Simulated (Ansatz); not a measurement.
A set of 12 reactions (ligand exchange), with CCSD(T)/CBS values in kJ/mol:

```tsv
reaction	ΔE
`[F][Sn]([F])([Cl])[I]` + HCl → `[F][Sn]([F])([Cl])[Cl]` + HI	33.3
`CC[CH](O)[AlH2]` + `CB[TeH]` → `CB[Te][AlH2]` + `CCCO`	-141.3
`C[CH]([AlH2])CO` + `N[SiH2]O[SiH3]` → `[AlH2][NH][SiH2]O[SiH3]` + `CCCO`	-129.4
`FB[SeH]` + `C=N` → `C=NB[SeH]` + H–F	39.5
`C[SiH](F)Cl` + `[SH][GeH3]` → `F[SiH](Cl)[S][GeH3]` + CH₄	-66.1
`[NH2][Al]([F])[SH]` + NH₃ → `[NH2][Al]([NH2])[SH]` + H–F	100.1
`[BH2][AlH][SiH3]` + `CBNC` → `BN(C)BC` + `[AlH2][SiH3]`	-127.9
`N[SiH](Cl)[GeH3]` + CH₃OH → `CO[SiH](Cl)[GeH3]` + NH₃	-34.4
`C[S][AlH][Cl]` + `[OH][InH2]` → `C[S][AlH][O][InH2]` + HCl	11.2
`[F][Ga]([SH])[Cl]` + NH₃ → `[NH2][Ga]([F])[Cl]` + H₂S	45.9
`F[Si]1(S)CC1` + HBr → `F[Si]1(Br)CC1` + H₂S	-32.6
`[NH2][GeH2][B](O)O` + `FC(F)(F)S` → `OB(O)SC(F)(F)F` + `[NH2][GeH3]`	-70.7
```

Isolated molecules relaxed with PBE0-D4/def2-TZVP in Ansatz; ΔE leaves out vibrations. CBS: MP2 limit from def2 TZ/QZ plus the TZ coupled-cluster correction, frozen cores. This one scheme is used for every species. DFT in def2-TZVPP. B3LYP here is the variant with VWN-RPA as its local correlation; programs differ in this. Elements past krypton have def2 core potentials. For Br, Ga, Ge, I, In, Se, Sn, Te outer-core shells are correlated without core-valence functions, which leaves a few kJ/mol of doubt a bond. Scalar relativity is left out up to krypton. Each species was taken in one conformer, which may not be the lowest.

Problem. Give the mean, mean absolute and largest difference (level minus CCSD(T)/CBS, kJ/mol) for: PBE-D4, r2SCAN-D4, PBE0-D4, B3LYP-D4, B2PLYP, PBE, r2SCAN, PBE0, HF/def2-TZVPP, SCS-MP2/def2-TZVPP, CCSD/def2-TZVPP, MP2/def2-QZVPP, SCS-MP2/def2-QZVPP, MP2/CBS(def2). (An estimate is asked.)

Solution. Ansatz gave: 
| level | mean | mean absolute | largest |
| --- | --- | --- | --- |
| PBE-D4 | 3.7 | 6.5 | -13.4 |
| r2SCAN-D4 | 1.0 | 3.7 | -7.1 |
| PBE0-D4 | 2.0 | 4.7 | -9.1 |
| B3LYP-D4 | 0.7 | 2.6 | 6.7 |
| B2PLYP | 0.8 | 2.6 | 6.9 |
| PBE | 5.4 | 7.6 | 16.3 |
| r2SCAN | 1.5 | 3.9 | 6.9 |
| PBE0 | 3.5 | 5.4 | 11.4 |
| HF/def2-TZVPP | -0.1 | 8.9 | 26.4 |
| SCS-MP2/def2-TZVPP | -1.7 | 3.5 | -6.8 |
| CCSD/def2-TZVPP | 0.2 | 3.6 | -9.6 |
| MP2/def2-QZVPP | -2.7 | 3.3 | -10.2 |
| SCS-MP2/def2-QZVPP | -1.8 | 2.7 | -7.1 |
| MP2/CBS(def2) | -2.6 | 4.2 | -10.0 |

The largest T1 diagnostic in the set is 0.017, for `[OH][InH2]` (customary mark 0.02).

CCSD(T)/CBS is a level of theory with its own doubt, and the functionals carry their triple-zeta basis error, so these figures describe this set and don't rank the functionals.
